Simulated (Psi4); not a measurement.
H₅AlN₂, singlet, at a GFN2-xTB geometry (such geometries of metal compounds can be far from the true shape), atoms displaced at random by about 0.08 Å a coordinate; HF/STO-3G, gradient (Psi4).

The Psi4 input:
```
memory 2 GB

molecule {
0 1
Al   -0.23577048   -0.29846859   -0.32594905
H    -0.94927425   -1.12464752   -1.25398466
N    -0.04434353    1.52792675   -0.51707973
H    -0.28890231    1.97420143   -1.25837630
H     0.49476015    2.20488576   -0.22816579
N     0.30781463   -1.19680123    0.93988071
H     1.08818327   -0.74052877    1.71461363
H     0.35776226   -2.15014051    1.18316173
symmetry c1
no_reorient
no_com
}

set {
  basis sto-3g
}

gradient('scf')
print_variables()
```

Task: Predict the main parts of the log of this Psi4 run.

Result: 
```
gradient() will perform analytic gradient computation.

   => Loading Basis Set <=

    Name: STO-3G
    Role: ORBITAL
    Keyword: BASIS

         ---------------------------------------------------------
                                   SCF
               by Justin Turney, Rob Parrish, Andy Simmonett
                          and Daniel G. A. Smith
                              RHF Reference
         ---------------------------------------------------------

  ==> Geometry <==

    Molecular point group: c1
    Full point group: C1

    Geometry (in Angstrom), charge = 0, multiplicity = 1:

       Center              X                  Y                   Z               Mass
    ------------   -----------------  -----------------  -----------------  -----------------
         AL          -0.235770480000    -0.298468590000    -0.325949050000    26.981538530000
         H           -0.949274250000    -1.124647520000    -1.253984660000     1.007825032230
         N           -0.044343530000     1.527926750000    -0.517079730000    14.003074004430
         H           -0.288902310000     1.974201430000    -1.258376300000     1.007825032230
         H            0.494760150000     2.204885760000    -0.228165790000     1.007825032230
         N            0.307814630000    -1.196801230000     0.939880710000    14.003074004430
         H            1.088183270000    -0.740528770000     1.714613630000     1.007825032230
         H            0.357762260000    -2.150140510000     1.183161730000     1.007825032230

  Running in c1 symmetry.

  Rotational constants: A =      1.03980  B =      0.19523  C =      0.16466 [cm^-1]
  Rotational constants: A =  31172.44074  B =   5852.97268  C =   4936.31397 [MHz]
  Nuclear repulsion =  103.140831421450656

  Charge       = 0
  Multiplicity = 1
  Electrons    = 32
  Nalpha       = 16
  Nbeta        = 16

  ==> Algorithm <==

  SCF Algorithm Type is DF.
  DIIS enabled.
  MOM disabled.
  Fractional occupation disabled.
  Guess Type is SAD.
  Energy threshold   = 1.00e-08
  Density threshold  = 1.00e-08
  Integral threshold = 1.00e-12

  ==> Primary Basis <==

  Basis Set: STO-3G
    Blend: STO-3G
    Number of shells: 16
    Number of basis functions: 24
    Number of Cartesian functions: 24
    Spherical Harmonics?: true
    Max angular momentum: 1

   => Loading Basis Set <=

    Name: (STO-3G AUX)
    Role: JKFIT
    Keyword: DF_BASIS_SCF

  ==> Integral Setup <==

  SCF_SUBTYPE=INCORE selected. In-core MEM_DF algorithm will be used.
  Using in-core AOs.

  ==> MemDFJK: Density-Fitted J/K Matrices <==

    J tasked:                   Yes
    K tasked:                   Yes
    wK tasked:                   No
    Algorithm:                 Core
    Schwarz Cutoff:           1E-12
    Mask sparsity (%):       1.0417
    Fitting Condition:        1E-10

   => Auxiliary Basis Set <=

  Basis Set: (STO-3G AUX)
    Blend: DEF2-UNIVERSAL-JKFIT
    Number of shells: 118
    Number of basis functions: 372
    Number of Cartesian functions: 441
    Spherical Harmonics?: true
    Max angular momentum: 4

  Minimum eigenvalue in the overlap matrix is 2.2078227263E-01.
  Reciprocal condition number of the overlap matrix is 9.8593466560E-02.
    Using symmetric orthogonalization.

  ==> Pre-Iterations <==

  SCF Guess: Superposition of Atomic Densities via on-the-fly atomic UHF (no occupation information).

   -------------------------
    Irrep   Nso     Nmo
   -------------------------
     A         24      24
   -------------------------
    Total      24      24
   -------------------------

  ==> Iterations <==

                           Total Energy        Delta E     RMS |[F,P]|

   @DF-RHF iter SAD:  -346.97756229001618   -3.46978e+02   0.00000e+00
   @DF-RHF iter   1:  -349.30553204956408   -2.32797e+00   1.26658e-02 ADIIS/DIIS
   @DF-RHF iter   2:  -349.36647790706849   -6.09459e-02   3.23009e-03 ADIIS/DIIS
   @DF-RHF iter   3:  -349.37019497754073   -3.71707e-03   5.13883e-04 ADIIS/DIIS
[...]
  @DF-RHF Final Energy:  -349.37035145629301
    Total Energy =                       -349.3703514562930081
[...]

Computation Completed

Properties will be evaluated at   0.000000,   0.000000,   0.000000 [a0]

Properties computed using the SCF density matrix

 Multipole Moments:

 ------------------------------------------------------------------------------------
     Multipole            Electronic (a.u.)      Nuclear  (a.u.)        Total (a.u.)
 ------------------------------------------------------------------------------------

 L = 1.  Multiply by 2.5417464519 to convert [e a0] to [Debye]
 Dipole X            :          1.3580688           -0.9792361            0.3788327
 Dipole Y            :          2.5995410           -2.6426736           -0.0431326
 Dipole Z            :          2.0595060           -2.1174044           -0.0578984
 Magnitude           :                                                    0.3856512

 ------------------------------------------------------------------------------------

         ------------------------------------------------------------
                                   SCF GRAD
                          Rob Parrish, Justin Turney,
                       Andy Simmonett, and Alex Sokolov
         ------------------------------------------------------------

  ==> Geometry <==

    Molecular point group: c1
    Full point group: C1

    Geometry (in Angstrom), charge = 0, multiplicity = 1:

       Center              X                  Y                   Z               Mass
    ------------   -----------------  -----------------  -----------------  -----------------
         AL          -0.235770480000    -0.298468590000    -0.325949050000    26.981538530000
         H           -0.949274250000    -1.124647520000    -1.253984660000     1.007825032230
         N           -0.044343530000     1.527926750000    -0.517079730000    14.003074004430
         H           -0.288902310000     1.974201430000    -1.258376300000     1.007825032230
         H            0.494760150000     2.204885760000    -0.228165790000     1.007825032230
         N            0.307814630000    -1.196801230000     0.939880710000    14.003074004430
         H            1.088183270000    -0.740528770000     1.714613630000     1.007825032230
         H            0.357762260000    -2.150140510000     1.183161730000     1.007825032230

  Nuclear repulsion =  103.140831421450656

  ==> Basis Set <==

  Basis Set: STO-3G
    Blend: STO-3G
    Number of shells: 16
    Number of basis functions: 24
    Number of Cartesian functions: 24
    Spherical Harmonics?: true
    Max angular momentum: 1

  ==> DFJKGrad: Density-Fitted SCF Gradients <==

    Gradient:                    1
    J tasked:                  Yes
    K tasked:                  Yes
    wK tasked:                  No
    Integrals threads:           1
    Schwarz Cutoff:          1E-12
    Fitting Condition:       1E-10

   => Auxiliary Basis Set <=

  Basis Set: (STO-3G AUX)
    Blend: DEF2-UNIVERSAL-JKFIT
    Number of shells: 118
    Number of basis functions: 372
    Number of Cartesian functions: 441
    Spherical Harmonics?: true
    Max angular momentum: 4

  -Total Gradient:
     Atom            X                  Y                   Z
    ------   -----------------  -----------------  -----------------
       1        0.006068334684    -0.089866317178     0.038961582017
       2        0.013707758060     0.001826331354     0.021052068458
       3        0.040838430658     0.216401770454    -0.081415913163
       4        0.082139685860    -0.056285693884     0.173448208216
       5       -0.113300331559    -0.086324774775    -0.098810611224
       6       -0.122486092662    -0.067737140879    -0.137464752944
       7        0.082423006164     0.038840687546     0.078988603547
       8        0.010609208796     0.043145137364     0.005240815093

  Variable Map:
  ----------------------------------------------------------------------------
[...]
  Array Variable Map:
  ----------------------------------------------------------------------------
[...]
[...]
```
